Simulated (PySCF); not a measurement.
Species: C₇H₁₃ (doublet state).
Z-matrix (Å and degrees, GFN2-xTB geometry), rows numbered from 1:
```
C 
C   1  1.3659
C   2  1.3880  1  126.33
C   3  1.4930  2  121.72  1     1.04
C   3  1.4919  2  120.25  1   177.83
C   5  1.5392  3  111.36  2   -97.18
C   6  1.5226  5  111.45  3   179.06
H   1  1.0747  2  122.05  3    -0.30
H   1  1.0748  2  121.02  3   179.54
H   2  1.0841  1  117.29  3  -179.73
H   4  1.0919  3  110.91  2    62.15
H   4  1.0910  3  110.73  2   -56.70
H   4  1.0870  3  110.96  2  -177.21
H   5  1.0923  3  110.21  2    23.18
H   5  1.0937  3  110.17  2   142.47
H   6  1.0921  5  108.80  3    57.90
H   6  1.0917  5  109.22  3   -59.53
H   7  1.0875  6  110.55  5  -179.58
H   7  1.0880  6  110.54  5   -59.60
H   7  1.0881  6  110.60  5    60.35
```

The hyperfine couplings belong to this conformer and change with its torsions.

Identity: `C=C[C](C)CCC` [radical].

Theory: UKS B3LYP, pcH-1 on C H, non-relativistic, mean-field spin-orbit, GIAO in PySCF 2.14.0. Geometry: GFN2-xTB, one conformer, isolated molecule. Couplings are sensitive to structure, and on GFN2-xTB geometries they can be far from those on DFT ones. The SCF solution wasn't tested for stability. ⟨S²⟩ is 0.774 where a pure state has 0.75.

Principal values of hyperfine tensors in MHz (contact and dipolar terms together), for some of the nuclei:

| atom | isotope | A1 | A2 | A3 |
| --- | --- | --- | --- | --- |
| H11 | 1H | 58.47 | 60.47 | 67.59 |
| C3 | 13C | 7.03 | 8.29 | 167.68 |
| C6 | 13C | 47.55 | 47.77 | 59.41 |
| C1 | 13C | 2.33 | 4.16 | 141.50 |
| C2 | 13C | -72.52 | -35.79 | -29.73 |
| H9 | 1H | -61.41 | -38.48 | -15.15 |
| H8 | 1H | -56.82 | -37.71 | -16.24 |
| H15 | 1H | 30.13 | 30.27 | 39.41 |

(1) Give the isotropic coupling of each nucleus in MHz and in mT (g = 2.0026), and the anisotropic part.

(2) What spin density at the nucleus of H11 lies behind its contact coupling (g_N = 5.58569)?

(3) H12 (1H, g_N = 5.58569) isn't in the table. Its spin density at the nucleus is 0.01265 bohr⁻³. What is its contact coupling?

(4) Name the largest traceless tensor T of the table and describe it.

(5) In a single crystal, with the field along each principal axis of the tensor of C6 in turn, what first-order splitting does this nucleus give (isotropic g, quadrupole terms neglected)?

Answers

(1) a_iso = (A1 + A2 + A3)/3, Ti = Ai − a_iso; 1 mT corresponds to 28.029 MHz.

```tsv
atom	a_iso (MHz)	a_iso (mT)	T1	T2	T3
H11	62.18	2.218	-3.71	-1.70	5.42
C3	61.00	2.176	-53.97	-52.71	106.68
C6	51.58	1.840	-4.03	-3.80	7.83
C1	49.33	1.760	-47.00	-45.17	92.17
C2	-46.01	-1.642	-26.50	10.22	16.28
H9	-38.35	-1.368	-23.06	-0.13	23.20
H8	-36.92	-1.317	-19.90	-0.78	20.68
H15	33.27	1.187	-3.13	-3.00	6.14
```

(2) a_FC = 800.24 MHz bohr³ × g_N × ρ(0)/(2S). With a_FC = 62.18 MHz and 2S = 1, ρ(0) = 0.01391 bohr⁻³. In magnitude that is 4.4 % of the 1/π = 0.318 of a free hydrogen atom.

(3) By the same relation, a_FC = 56.6 MHz. Its full tensor has the principal values 52.73, 54.89, 62.07 MHz.

(4) C3: -54.0, -52.7, 106.7 MHz, axial, in the ratio −1:−1:+2, the form that spin in one p orbital centred on that nucleus gives.

(5) 2 lines (I = 1/2), spaced by |A_i|/(g × 13.996): 1.70, 1.70, 2.12 mT along the axes of A1, A2 and A3.
